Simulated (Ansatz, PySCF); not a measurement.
Cl2H5NSi2, SMILES Cl[SiH](N[SiH3])Cl. Atoms are numbered in the order given.

```xyz
10

Si     0.5864     0.1277     0.6529
Cl     1.2695    -0.9536    -0.9613
Cl     0.8367     2.1331     0.2372
N     -1.0558    -0.3069     0.8458
Si    -2.1134    -1.1075    -0.3090
H      1.4138    -0.1606     1.8455
H     -1.5090     0.0175     1.6965
H     -3.4847    -1.0229     0.2738
H     -1.7480    -2.5411    -0.4986
H     -2.0914    -0.4275    -1.6361
```
Charge 0, spin multiplicity 1.

Geometry: PBE0-D3(BJ)/def2-SVP. One conformer was computed; it need not be the lowest.

Two levels are set side by side: PBE-D3(BJ)/def2-SVP (Ansatz, an electronic-structure program) and PBE0-D3(BJ)/def2-SVP (Ansatz). Each level has its own optimised geometry; the coordinates shown are those of the second. Frequencies come from the Hessian of PySCF at each geometry. Differences are taken from unrounded values.

```csv
quantity,PBE0-D3(BJ),PBE-D3(BJ),PBE-D3(BJ) minus PBE0-D3(BJ)
mean bond length (Å),1.618,1.630,0.012
bond Si1–Cl2 (Å),2.059,2.075,0.015
bond Si1–Cl3 (Å),2.063,2.080,0.016
bond Si1–N4 (Å),1.710,1.723,0.014
bond N4–Si5 (Å),1.759,1.771,0.013
bond Si1–H6 (Å),1.480,1.492,0.012
bond N4–H7 (Å),1.017,1.025,0.008
bond Si5–H8 (Å),1.492,1.503,0.011
bond Si5–H9 (Å),1.492,1.502,0.010
bond Si5–H10 (Å),1.491,1.502,0.011
highest harmonic wavenumber (cm⁻¹),3622,3508,-114
mean harmonic wavenumber (cm⁻¹),994,959,-35
zero-point energy (kcal/mol),34.11,32.91,-1.20
```

Exact exchange shortens and stiffens bonds; PBE has none. Differences between two approximate levels are no errors against the true value.
